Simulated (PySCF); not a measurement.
cyclopentene (C5H8), SMILES C1=CCCC1. Atoms are numbered in the order given.

```xyz
13

C     -0.0499     1.0741    -0.6692
C     -0.0499     1.0741     0.6692
C      0.1094    -0.3196     1.2319
C     -0.1444    -1.2231     0.0000
C      0.1094    -0.3196    -1.2319
H     -0.1104     1.9674    -1.2964
H     -0.1104     1.9674     1.2964
H     -0.5808    -0.5331     2.0653
H      1.1308    -0.4534     1.6380
H     -1.1987    -1.5435     0.0000
H      0.4716    -2.1346     0.0000
H      1.1308    -0.4534    -1.6380
H     -0.5808    -0.5331    -2.0653
```
Charge 0, spin multiplicity 1.

The structure is a stationary point at B3LYP-D3(BJ)/def2-SVP. The values are those of a single conformer.

Two levels are set side by side: PBE/pcSseg-1 (PySCF) and PBE0/pcSseg-1 (PySCF). GIAO shifts against TMS (¹H), TMS (¹³C) at the same level; non-relativistic, no solvent, atoms listed together averaged. Differences are taken from unrounded values.

```csv
quantity,PBE
"δ(¹³C) of C1, C2 (ppm)",140.2
"δ(¹³C) of C3, C5 (ppm)",40.4
δ(¹³C) of C4 (ppm),29.8
"δ(¹H) of H6, H7 (ppm)",6.21
"δ(¹H) of H8, H9, H12, H13 (ppm)",2.74
```

### Question
These are the PBE values. What does PBE0 give? (An estimate is asked for; the answer gives what the named calculation found.)

### Answer

```tsv
quantity	PBE0	PBE minus PBE0
δ(¹³C) of C1, C2 (ppm)	142.2	-2.0
δ(¹³C) of C3, C5 (ppm)	38.2	2.1
δ(¹³C) of C4 (ppm)	28.4	1.3
δ(¹H) of H6, H7 (ppm)	6.26	-0.05
δ(¹H) of H8, H9, H12, H13 (ppm)	2.64	0.09
```

Rough cost on one machine, each run with all the roots and properties that it gave: PBE0 against PBE within a factor of 2.
